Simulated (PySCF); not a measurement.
C4H4ClF3OSi.
Structure used (GFN2-xTB), in Å, numbered top down from 1:
```xyz
14
C4H4ClF3OSi angstrom
O      1.8211    2.1196   -1.1546
C      1.6116    1.2957   -0.3320
Cl     2.8015    0.9614    0.9461
C      0.4792    0.3949   -0.1602
Si     0.9284   -1.4650   -0.0239
C     -0.7389    0.9131   -0.0487
C     -1.9530    0.0643    0.1622
F     -3.0109    0.7880    0.5418
F     -2.3204   -0.5954   -0.9512
F     -1.7717   -0.8776    1.1064
H      2.2159   -1.6130   -0.6962
H     -0.1109   -2.2060   -0.7284
H      0.9884   -1.7560    1.4037
H     -0.9410    1.9754   -0.0872
```

Computed at PBE0/pcSseg-1 (PySCF, non-relativistic), with Q(17O) = −0.0256 b, Q(35Cl) = −0.0817 b: O1, 17O (I = 5/2): χzz = 9.645 MHz, η = 0.477; Cl3, 35Cl (I = 3/2): χzz = -60.51 MHz, η = 0.247.

Q: Where would the pure quadrupole (NQR) lines of 17O at O1 fall for the rigid, isolated species?

A: From the eigenvalues of H = χ/[4I(2I − 1)] × [3Iz² − I(I + 1) + η(Ix² − Iy²)], steps between neighbouring levels, labelled as for η = 0: ±1/2↔±3/2 1.768 MHz, ±3/2↔±5/2 2.779 MHz (carbonyl oxygen).

Q: Where would the pure quadrupole (NQR) lines of 35Cl at Cl3 fall for the rigid, isolated species?

A: From ν = (|χ|/2)√(1 + η²/3): ν = 30.56 MHz (chlorine bonded to C). For 37Cl the ratio of quadrupole moments, 0.7881, gives 24.09 MHz.

Q: Apply the simplest Townes–Dailey estimate (no s hybridisation, no π bonding), ionic character = 1 − χzz/χ0, where χ0 is the coupling for one missing p electron along the bond: −109.74 MHz for 35Cl.

A: Cl3 on C2: 1 − (-60.51)/(-109.74) = 0.45. In this model a purely covalent bond gives χ0 and a free halide ion gives zero; s hybridisation or π bonding, where present, is counted here as ionic character.

In a crystal, neighbours and librations shift these lines. GFN2-xTB bond lengths can be off by several hundredths of an ångström, more for odd bonds, and the gradients follow them. The small basis limits the accuracy of the gradients.

These values come from a run that also computed NMR shieldings. The run took about 1.8 min of CPU time (one thread, shared machine).

One conformer stands for the species.
